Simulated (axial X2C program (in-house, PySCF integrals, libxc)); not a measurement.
# Correcting the dissociation energy of AlSb for spin–orbit coupling

A spin-free CCSD(T) curve (one-electron X2C) was computed with an in-house relativistic program for diatomic molecules, basis Sb dyall-cv3z [11s12p8d4f1g], Al dyall-v3z [8s8p2d1f] (cores contracted in-house), for the state M_S = 1, Λ = 0 (beyond evenly filled blocks: π+α, π-α). It gives D0 = 1.644 eV to Sb + Al, which in a spin-free picture are the weighted means of the ground terms.

Correlated methods: 8 electrons correlated (number of frozen shells: Sb 4 s, 3 p, 2 d; Al 2 s, 1 p), 230 virtual spin orbitals or spinors in MP2, 89 natural virtuals in coupled cluster.

Measured levels of the ground terms (NIST Handbook of Basic Atomic Spectroscopic Data), in cm⁻¹: Sb 4S: J = 3/2 at 0; Al 2P: J = 1/2 at 0, J = 3/2 at 112.1.

The molecular state has Λ = 0, so it has no first-order lowering.

(1) How far does each ground level lie under the (2J+1)-weighted mean of its term?

(2) Correct D0.

Second-order spin–orbit effects in the molecule, which grow quickly with Z, are left out. One determinant describes the state; a PBE0 search over occupations chose it and may have missed a lower one. De is counted from the lowest determinant-based energies of the atoms at the same level, without counterpoise correction. CCSD and (T) use frozen natural virtuals with an MP2 correction for the truncation; (T) itself is uncorrected, so its De runs slightly low. PBE0 can misorder states that lie within some tenths of an eV, so this need not be the ground state of the molecule. The nearest other spin-free determinant of the search, M_S = 1, Λ = 1, lies 0.16 eV up at the distance of the search. With the outer-core shells frozen, correlated bond lengths of heavy atoms tend to come out a few hundredths of an ångström too long.

## Answers

(1) Sb: a single level, 0; Al: (2 × 0 + 4 × 112.1)/6 = 75 cm⁻¹.

(2) D0 = 1.644 + (0 − 75)/8065.5 = 1.635 eV at CCSD(T) with these spin–orbit terms.
